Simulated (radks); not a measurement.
Values are calculated unless marked as measured or tabulated.
Problem. The mean radii <r> (bohr) of the occupied orbitals of an atom or ion are listed with their occupations. Code: a radial shooting solver on a logarithmic mesh with Libxc functionals. Model: non-relativistic Kohn-Sham, revPBE, spin-unpolarised, spherical densities, point nucleus.

| orbital | occ. | <r> |
|---|---|---|
| 1s | 2 | 0.07016 |
| 2s | 2 | 0.3274 |
| 2p | 6 | 0.2908 |
| 3s | 2 | 1.014 |
| 3p | 6 | 1.085 |
| 3d | 2 | 1.426 |

Name the element and its charge.

Solution. Z = 22, titanium, charge +2: Ti2+ in [Ar] 3d2. The 1s radius gives Z: for a bare nucleus <r> = 1.5/Z, 0.06818 bohr for Z = 22, and screening makes it slightly larger (0.07016 here). The occupations add up to 20, and the charge is Z minus that.
